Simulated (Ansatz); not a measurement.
Abstraction of Cl: SiCl4 + CH2Br → SiCl3 + CH2BrCl

Species: SiCl4 (silicon tetrachloride) `Cl[Si](Cl)(Cl)Cl`, singlet; CH2Br `[CH2]Br`, doublet; SiCl3 `Cl[Si](Cl)Cl`, doublet; CH2BrCl `ClCBr`, singlet. A radical takes Cl: the energy is the difference in strength between the Si–Cl bond broken and the C–Cl bond made.

Shapes, held fixed at every level: PBE0-D4/def2-TZVP. Programs: Ansatz 0.2.0. The zero-point and thermal change to 298 K, harmonic and unscaled (PBE0-D4/def2-TZVP), is +8.3 kJ/mol.

| level | kind | ΔH(298 K) (kJ/mol) | less CCSD(T)/def2-TZVPP |
| --- | --- | --- | --- |
| HF/def2-TZVPP | Hartree–Fock | +147.9 | +20.8 |
| SPW92/def2-TZVPP | LDA | +99.0 | -28.1 |
| r2SCAN-D4/def2-TZVPP | meta-GGA | +127.7 | +0.6 |
| MP2/def2-SVP | perturbation theory | +127.2 | +0.1 |
| MP2/def2-TZVPP | perturbation theory | +124.4 | -2.7 |
| CCSD(T)/def2-SVP | coupled cluster or CI | +128.8 | +1.7 |
| CCSD/def2-SVP | coupled cluster or CI | +132.5 | +5.4 |
| CCSD(T)/def2-TZVPP | coupled cluster or CI | +127.1 | 0.0 |

The highest level, CCSD(T)/def2-TZVPP, gives ΔH(298 K) = +127.1 kJ/mol; the levels span +99.0 to +147.9. The column of differences is taken from that level and isn't an error. No measured value is set beside it here. Open shells run unrestricted unless RO is named. Relativity is left out for Br unless named. Correlated rows may include outer-core shells of Br, which these sets cover unevenly.
